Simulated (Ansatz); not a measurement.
Total energies of TaS(OH)3 (TaSO3H3) from Ansatz at PBE-D4/def2-TZVP, gas phase (1 Eh = 27.2114 eV = 2625.5 kJ/mol). The reference geometry is relaxed at PBE-D4/def2-SVP.

```json
{"state": "charge 0 singlet", "geometry": "reference", "energy (Eh)": "-682.69395"}
{"state": "charge 1 doublet", "geometry": "reference", "energy (Eh)": "-682.34410"}
{"state": "free Ta atom (quartet)", "geometry": "–", "energy (Eh)": "-56.85725"}
{"state": "free S atom (triplet)", "geometry": "–", "energy (Eh)": "-397.93833"}
{"state": "free O atom (triplet)", "geometry": "–", "energy (Eh)": "-75.00967"}
{"state": "free H atom (doublet)", "geometry": "–", "energy (Eh)": "-0.49962"}
```

In the def2 sets Ta takes a core potential; there is no spin–orbit coupling.

Question: Work out the vertical ionisation energy to the doublet.

Answer: E(charge 1 doublet) − E(charge 0 singlet) = -682.34410 − (-682.69395) = 0.34985 Eh = 9.52 eV. For comparison, −ε of the highest occupied level is 6.36 eV at this level, 3.16 eV less.

Question: What is the binding energy per atom against free atoms?

Answer: Atoms: 1 × (-56.85725) + 1 × (-397.93833) + 3 × (-75.00967) + 3 × (-0.49962) = -681.32345 Eh. Binding: -681.32345 − (-682.69395) = 1.37050 Eh = 37.29 eV, or 4.66 eV for each of 8 atoms (no zero-point energy, no counterpoise term).
